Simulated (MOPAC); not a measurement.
MOPAC input (MNDO):

```
MNDO 1SCF CHARGE=-1 GEO-OK AUX(PRECISION=9) THREADS=1
C2H9N2Si

C     0.63081400 1   -0.23006900 1   -1.76891700 1
Si    0.06735300 1   -0.02662300 1   -0.11763800 1
C    -1.79756000 1    0.39591200 1   -0.08410600 1
N     0.89338400 1    1.18761000 1    0.91822500 1
N     0.24541400 1   -1.41067200 1    1.00126100 1
H     0.09270800 1    0.22090600 1   -2.60024000 1
H     1.64156500 1   -0.55009500 1   -2.01494500 1
H    -2.39971500 1   -0.44947300 1   -0.42865400 1
H    -2.12464100 1    0.64975800 1    0.92983000 1
H    -2.01462100 1    1.24882000 1   -0.73515400 1
H     0.42192200 1    1.45835900 1    1.77579200 1
H     1.13181800 1    2.02065400 1    0.39732700 1
H     0.21061600 1   -2.29257500 1    0.50465300 1
H     1.12629800 1   -1.36726400 1    1.50005800 1
```

From the output:

```
                                                       MOPAC v23.2.5 Linux

          FINAL HEAT OF FORMATION =        -29.78655 KCAL/MOL =    -124.62693 KJ/MOL

          COSMO AREA              =        133.77 SQUARE ANGSTROMS
          COSMO VOLUME            =        125.74 CUBIC ANGSTROMS

          IONIZATION POTENTIAL    =          0.856666 EV
          HOMO LUMO ENERGIES (EV) =         -0.857  7.535
          NO. OF FILLED LEVELS    =         16
          MOLECULAR WEIGHT        =         89.1920         POINT GROUP:  C1

          MOLECULAR DIMENSIONS (Angstroms)

            Atom       Atom       Distance
            H     9    H     7     4.92906
            H    13    H    12     4.40279
            H     6    H    14     4.05808

          SCF CALCULATIONS        =          1

   ATOM   CHEMICAL          X               Y               Z
  NUMBER   SYMBOL      (ANGSTROMS)     (ANGSTROMS)     (ANGSTROMS)

     1       C          0.63081400  *  -0.23006900  *  -1.76891700  *
     2      Si          0.06735300  *  -0.02662300  *  -0.11763800  *
     3       C         -1.79756000  *   0.39591200  *  -0.08410600  *
     4       N          0.89338400  *   1.18761000  *   0.91822500  *
     5       N          0.24541400  *  -1.41067200  *   1.00126100  *
     6       H          0.09270800  *   0.22090600  *  -2.60024000  *
     7       H          1.64156500  *  -0.55009500  *  -2.01494500  *
     8       H         -2.39971500  *  -0.44947300  *  -0.42865400  *
     9       H         -2.12464100  *   0.64975800  *   0.92983000  *
    10       H         -2.01462100  *   1.24882000  *  -0.73515400  *
    11       H          0.42192200  *   1.45835900  *   1.77579200  *
    12       H          1.13181800  *   2.02065400  *   0.39732700  *
    13       H          0.21061600  *  -2.29257500  *   0.50465300  *
    14       H          1.12629800  *  -1.36726400  *   1.50005800  *

                             CARTESIAN COORDINATES

   1    C        0.630814000    -0.230069000    -1.768917000
   2   Si        0.067353000    -0.026623000    -0.117638000
   3    C       -1.797560000     0.395912000    -0.084106000
   4    N        0.893384000     1.187610000     0.918225000
   5    N        0.245414000    -1.410672000     1.001261000
   6    H        0.092708000     0.220906000    -2.600240000
   7    H        1.641565000    -0.550095000    -2.014945000
   8    H       -2.399715000    -0.449473000    -0.428654000
   9    H       -2.124641000     0.649758000     0.929830000
  10    H       -2.014621000     1.248820000    -0.735154000
  11    H        0.421922000     1.458359000     1.775792000
  12    H        1.131818000     2.020654000     0.397327000
  13    H        0.210616000    -2.292575000     0.504653000
  14    H        1.126298000    -1.367264000     1.500058000

           Empirical Formula: C2 H9 N2 Si  =    14 atoms

      MOLECULAR POINT GROUP   :   C1

                  EIGENVALUES
 -29.87137 -26.06875 -25.22601 -20.74956 -12.19604 -11.94046 -10.99169  -9.64519
  -9.57432  -8.79195  -7.58708  -6.76396  -6.24202  -5.33090  -4.90415  -0.85667
   7.53547   7.75422   7.94326   8.68670   8.81288   9.87749  10.07212  10.34155
  10.48262  10.97957  11.04023  11.98359  12.91020

              NET ATOMIC CHARGES AND DIPOLE CONTRIBUTIONS

  ATOM NO.   TYPE          CHARGE      No. of ELECS.   s-Pop       p-Pop
    1          C          -0.993223        4.9932     1.26688     3.72634
    2         Si           1.374657        2.6253     0.95717     1.66817
    3          C          -0.289087        4.2891     1.27057     3.01852
    4          N          -0.626331        5.6263     1.62918     3.99716
    5          N          -0.597923        5.5979     1.64256     3.95537
    6          H          -0.028335        1.0283     1.02834
    7          H          -0.027152        1.0272     1.02715
    8          H          -0.023843        1.0238     1.02384
    9          H          -0.044086        1.0441     1.04409
   10          H          -0.033428        1.0334     1.03343
   11          H           0.068663        0.9313     0.93134
   12          H           0.073640        0.9264     0.92636
   13          H           0.072277        0.9277     0.92772
   14          H           0.074172        0.9258     0.92583
 DIPOLE           X         Y         Z       TOTAL
 POINT-CHG.    -1.524     0.468     4.199     4.491
 HYBRID        -0.170     0.810    -0.259     0.867
 SUM           -1.694     1.278     3.940     4.475

          ATOMIC ORBITAL ELECTRON POPULATIONS

     Atom    s        px        py        pz
    1  C   1.26688   1.05301   1.69853   0.97479
    2 Si   0.95717   0.53060   0.52690   0.61067
    3  C   1.27057   1.22494   0.91322   0.88036
    4  N   1.62918   1.65289   1.20355   1.14071
    5  N   1.64256   1.36420   1.15414   1.43702
    6  H   1.02834
    7  H   1.02715
    8  H   1.02384
    9  H   1.04409
   10  H   1.03343
   11  H   0.93134
   12  H   0.92636
   13  H   0.92772
   14  H   0.92583

 **********************
 *                    *
 * JOB ENDED NORMALLY *
 *                    *
 **********************

 == MOPAC DONE ==
```

The dipole moment of an ion depends on the origin.

The geometry given is a B3LYP-D3(BJ)/def2-TZVP minimum.
